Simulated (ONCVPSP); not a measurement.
**Configuration tests for nickel (Ni) (ONCV)**

nickel (Ni), optimised norm-conserving Vanderbilt (ONCV), made with ONCVPSP 4.0.1 (BLYP, scalar-relativistic). Core [Ne], reference 3s2 3p6 3d8 4s2. Waves: 3s+4s: rc 1.45 bohr, ncon 4, nbas 8, qcut 7.4 1/bohr, 2 projectors; 3p: rc 1.00 bohr, ncon 4, nbas 7, qcut 14.5 1/bohr, 2 projectors, debl 0.7 Ha; 3d: rc 1.65 bohr, ncon 5, nbas 10, qcut 7.4 1/bohr, 2 projectors, debl 0.4 Ha. Local part: polynomial inside 0.95 bohr (lpopt 3, dvloc0 1 Ha). Core correction: polynomial model core, fcfact 0.5.

In the p channel the program set the typed energies aside and used -2.616, 0.250 Ha.

Energies are relative to the spin-unpolarised reference configuration 3s2 3p6 3d8 4s2; without spin polarisation the order of configurations can differ from experiment.

| valence configuration | charge | ΔE all-electron (eV) | error AE − PS (meV) |
| --- | --- | --- | --- |
| 3s2 3p6 3d8 4s1 | +1 | 9.349 | +1.5 |
| 3s2 3p6 3d8 4s0 | +2 | 26.896 | +7.2 |
| 3s2 3p6 3d7 4s2 4p1 | 0 | 10.507 | +155 |

Problem. What are ΔE and the potential's error for 3s2 3p6 3d7 4s0?

Solution. ΔE = 64.369 eV all-electron; the error (AE − PS) is +69 meV.

Levels in the configuration 3s2 3p6 3d8 4s1:

```tsv
level	all-electron (eV)	pseudo (eV)
3s	-119.944	-120.002
3p	-80.372	-80.402
3d	-17.886	-17.921
4s	-13.291	-13.286
```
